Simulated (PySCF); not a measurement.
Isomers of C4H9PSe, mass 167.961 u with the commonest isotopes. Computed with PBE0-D3(BJ)/def2-SVP geometry optimisation, gas phase in PySCF. One conformer each, none proved a minimum here; rigid rotors.

Question: Order these by rotational constant B, largest first.
A. `[Se]=[P@@]1(C[C@H]1C)C`
B. `[CH2:1]=[CH:2][P@H:3](=[Se:4])[CH2:5][CH3:6]` with C1–C2–P3–Se4 2°, C2–P3–C5–C6 -174°
C. `[CH3:1]/[CH:2]=[CH:3]/[P@@H:4]([CH3:5])=[Se:6]` with C2–C3–P4–C5 -129°

Answer: B (1655 MHz), C (1074 MHz), A (1017 MHz).

Question: Order these by radius of gyration √(Σ m r²/M), smallest first.
A. `[CH3:1]/[CH:2]=[CH:3]/[P@@H:4]([CH3:5])=[Se:6]` with C2–C3–P4–C5 -129°
B. `[CH2:1]=[CH:2][P@H:3](=[Se:4])[CH2:5][CH3:6]` with C1–C2–P3–Se4 2°, C2–P3–C5–C6 -174°
C. `[Se]=[P@]1([C@@H](C1)C)C`

Answer: B (1.839 Å), C (1.874 Å), A (1.980 Å).

Question: Order these by out-of-plane moment Σ m c² = (Ia + Ib − Ic)/2, smallest first.
A. `[CH2:1]=[CH:2][P@H:3](=[Se:4])[CH2:5][CH3:6]` with C1–C2–P3–Se4 2°, C2–P3–C5–C6 -174°
B. `C[C@@H]1C[P@@]1(C)=[Se]`
C. `[CH3:1]/[CH:2]=[CH:3]/[P@@H:4]([CH3:5])=[Se:6]` with C2–C3–P4–C5 -129°

Answer: A (18.51 u·Å²), C (19.13 u·Å²), B (44.26 u·Å²).

| SMILES | point group | Ia (u·Å²) | Ib (u·Å²) | Ic (u·Å²) | κ | μa (D) | μb (D) | μc (D) |
| --- | --- | --- | --- | --- | --- | --- | --- | --- |
| C=C[P@H](=[Se])CC | C1 | 281.00 | 305.44 | 549.41 | 0.67 | 3.62 | 2.45 | 0.17 |
| C[C@@H]1C[P@@]1(C)=[Se] | C1 | 137.19 | 497.00 | 545.67 | -0.93 | 4.68 | 1.12 | 0.38 |
| C/C=C/[P@@H](C)=[Se] | C1 | 206.88 | 470.50 | 639.12 | -0.66 | 3.73 | 2.69 | 0.10 |
